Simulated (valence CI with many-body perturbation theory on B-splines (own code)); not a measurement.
## As: key properties

Level of theory: relativistic CI+MBPT: five valence electrons over a frozen Dirac-Fock core [Ar] 3d10, a basis of 10 s, 10 p, 9 d, 7 f, 4 g, 2 h functions for each j, with the one-electron correlation potential Σ1, the two-electron term Σ2, the three-electron term Σ3, Breit, model QED; selected CI, second order for the rest, scaled by the run's own slope (own B-spline code, finite nucleus).

Against 11 measured levels this calculation errs by 73 cm⁻¹ on average and by 115 at most. These come from a selection out of the NIST Handbook of Basic Atomic Spectroscopic Data. Levels without a partner in it may be off by more. Among the levels kept, up to 860 cm⁻¹ of a level comes from second order outside the variational space, and about a tenth of that is noise between levels of different J, which matters for small intervals.

Rates and lifetimes use the calculated energies. Strong lines usually hold to 10 to 20 %, long lifetimes can be off by a factor of two.

**Question.** What is the ground level?

**Answer.** 4s2 4p3 4S°_3/2, composition 94 % 4s2 4p3 4S°, g = 1.998.

**Question.** What is the ionisation energy?

**Answer.** 9.7641 eV; NIST lists 9.78855 eV (measured).

**Question.** What are the static dipole polarisabilities of the lowest levels?

**Answer.** 4s2 4p3 4S°_3/2 29.6; 4s2 4p3 2D°_3/2 32.3 (tensor -1.8); 4s2 4p3 2D°_5/2 32.4 (tensor -0.83); 4s2 4p3 2P°_1/2 35.1 bohr³, of which the core gives 0.510. The recommended value for the atom is 30 ± 1 bohr³ (Schwerdtfeger and Nagle, table of static dipole polarizabilities (2023 update)).

**Question.** Name the longest-lived excited levels whose lifetime is computed, and their main decay.

**Answer.** 4s2 4p3 2D°_5/2 at 1.357 eV lives 223 s, mostly by E2 to 4s2 4p3 4S°_3/2; 4s2 4p3 2D°_3/2 at 1.316 eV lives 19.0 s, mostly by M1 to 4s2 4p3 4S°_3/2; 4s2 4p3 2P°_1/2 at 2.262 eV lives 993 ms, mostly by M1 to 4s2 4p3 4S°_3/2.

**Question.** Among levels below 8.669 eV, which E1 lines absorb most strongly from the ground level?

**Answer.** to 4s2 4p2 5s 4P_5/2 at 189.4 nm, f = 0.166; to 4s2 4p2 5s 4P_3/2 at 194.1 nm, f = 0.109; to 4s2 4p2 4d 4P_5/2 at 160.0 nm, f = 0.0963.
